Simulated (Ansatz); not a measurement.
CH6GaSi, SMILES `[CH3][Ga][SiH3]` radical, 9 atoms. Total charge 0; spin multiplicity 2. Correlated methods include outer-core shells of Ga, which these sets cover unevenly. Scalar relativity is left out up to krypton. All runs use 4 threads of a server CPU on a shared host. Correlated methods freeze the cores. Open-shell runs search over several starts.

Problem. How many basis functions does each run have, and how long does it take in Ansatz? UHF-CCSD(T)/def2-SVP energy; direct RPA on PBE orbitals/def2-TZVPP energy; UKS r2SCANh-D4/def2-TZVPP energy; UHF-MP2/def2-QZVPP energy; UKS ωB97M-V/def2-QZVPP energy; UKS revPBE-D4/def2-TZVPP energy; UKS PBE0-D4/def2-TZVP relaxation (16 steps); UKS PBE0-D4/def2-QZVPP energy; UKS CAM-B3LYP-D4/def2-TZVPP energy; UKS BHLYP-D4/def2-TZVPP energy; UKS PBE0-D4/def2-TZVP frequencies; UHF-CCSD(T)/def2-TZVPP energy. (Estimate.)

Solution. The calculation gave: Other jobs shared the machine, so times are rough.

```tsv
level	job	functions	wall time	peak host memory (GiB)
UKS revPBE-D4/def2-TZVPP	energy	205	2.6 s	0.29
UKS BHLYP-D4/def2-TZVPP	energy	205	4.3 s	0.67
direct RPA on PBE orbitals/def2-TZVPP	energy	205	5.5 s	0.57
UKS CAM-B3LYP-D4/def2-TZVPP	energy	205	5.5 s	0.77
UKS r2SCANh-D4/def2-TZVPP	energy	205	7 s	0.71
UHF-CCSD(T)/def2-SVP	energy	94	8.5 s	0.63
UKS PBE0-D4/def2-QZVPP	energy	396	14 s	1.6
UHF-MP2/def2-QZVPP	energy	396	28 s	1.9
UKS ωB97M-V/def2-QZVPP	energy	396	35 s	2.1
UKS PBE0-D4/def2-TZVP	relaxation (16 steps)	152	52 s	0.48
UKS PBE0-D4/def2-TZVP	frequencies	152	110 s	0.48
UHF-CCSD(T)/def2-TZVPP	energy	205	3.5 min	6.6
```
